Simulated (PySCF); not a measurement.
Point-charge models of `CN(C)[SiH3]` against its computed dipole.

Coordinates (GFN2-xTB, Å) and charges (e) from the PBE0/pcSseg-1 density (PySCF):

```tsv
atom	x	y	z	Mulliken	IAO	Hirshfeld	ESP-fitted
C1	-0.371	1.361	0.458	-0.0681	-0.2969	-0.0692	-0.4745
N2	-0.025	0.086	-0.117	-0.7809	-0.5044	-0.1757	-0.1499
C3	-1.184	-0.741	-0.338	-0.0680	-0.2968	-0.0691	-0.4543
Si4	1.537	-0.600	0.100	+0.6318	+0.7432	+0.3399	+0.4661
H5	-1.089	1.876	-0.187	+0.1077	+0.1342	+0.0394	+0.1629
H6	-0.826	1.254	1.451	+0.0954	+0.1158	+0.0308	+0.1590
H7	0.520	1.976	0.551	+0.1152	+0.1438	+0.0448	+0.1653
H8	-1.898	-0.215	-0.979	+0.1078	+0.1343	+0.0394	+0.1557
H9	-0.888	-1.665	-0.827	+0.1152	+0.1438	+0.0448	+0.1622
H10	-1.694	-0.992	0.601	+0.0955	+0.1158	+0.0308	+0.1539
H11	1.800	-1.203	1.420	-0.1205	-0.1662	-0.0956	-0.1183
H12	1.641	-1.641	-0.922	-0.1155	-0.1333	-0.0803	-0.1142
H13	2.471	0.506	-0.107	-0.1156	-0.1333	-0.0803	-0.1139
```

Q: Form Σ q r in debye for every column and set it beside the full dipole.

A: The full density gives (-0.79, 0.22, 0.23) D, 0.85 D in size; dipole vectors point from the negative to the positive end.

```tsv
scheme	μx	μy	μz	size (D)	share of the full size (%)	angle to the full dipole (°)
Mulliken	-0.96	0.13	0.64	1.16	136	19
IAO	0.11	-0.12	0.19	0.25	29	109
Hirshfeld	-0.38	0.15	-0.01	0.41	48	18
ESP-fitted	-0.82	0.22	0.23	0.88	103	1
```

Q: Which set comes closest?

A: Length of the difference vector: ESP-fitted 0.03 D, Mulliken 0.45 D, Hirshfeld 0.48 D, IAO 0.97 D. Closest: ESP-fitted. The schemes that divide the density aren't constrained to reproduce the dipole.

Q: What is left for the Hirshfeld atoms' own dipoles?

A: The shares of the density sum to the whole, so what Σ q r misses lies in dipoles about the nuclei. The atomic dipoles sum to (-0.79, 0.22, 0.23) − (-0.38, 0.15, -0.01) = (-0.41, 0.07, 0.24) D, 0.48 D in size.

Q: With the origin at the mean of the coordinates, (0.000, 0.000, 0.085) Å, which are the largest single terms, by size, of the Mulliken dipole along the direction of the full one?

A: Si4 -4.79, H12 +1.23, H13 +1.23, H11 +0.94, H5 +0.74 D; all 13 atoms together +1.10 D. The single terms depend on the origin, their sum doesn't.

Q: Give the size of the full dipole in other units.

A: 0.85 D = 0.336 au = 0.178 e·Å = 2.85 × 10⁻³⁰ C·m.

Geometry: GFN2-xTB; no solvent, vibrations or thermal averaging.
